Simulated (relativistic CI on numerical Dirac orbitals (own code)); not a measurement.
Method of calculation: Dirac-Coulomb-Breit CI, KLI orbitals optimised for each configuration, model QED (radiative potential, 1s self-energy scaled to tabulated hydrogen-like ionisation energies), unscaled Slater integrals (own radial code, finite nucleus).

The strongest absorption lines from the ground level of an ion, among the configurations computed and to levels below about 6450 eV (vacuum wavelength in nm, gf): 0.26164 (0.097), 0.26590 (0.069), 0.36124 (0.27), 0.36822 (0.017), 0.37834 (0.25), 0.90430 (0.00047), 2.2700 (0.61), 7.9883 (0.052).

**Question.** Which ion is it?
A. W⁶⁰⁺
B. W⁶⁴⁺
C. W⁶²⁺
D. Au⁶⁷⁺

**Answer.** C. W⁶²⁺ has 12 electrons and the ground level 3s² ¹S0; the strongest line goes to 3s3p ¹P°1. The pattern of lines fixes the number of electrons, and along that sequence the line energies rise steadily with the charge (about as its square where n changes within one kind of shell, about linearly where n is kept but much faster in heavy ions where fine structure, which grows about as Z⁴, sets the gap, and irregularly where shells cross), which fixes Z. Configurations outside the model, such as inner-shell arrays, can give stronger lines. At this charge energies of transitions that change n are usually good to better than 1 %, and those within a shell (Δn = 0) to a few per cent.

LS names give the leading component of a level, which can be under half, so a name can repeat, a term be missing and a line seem to break the LS rules.
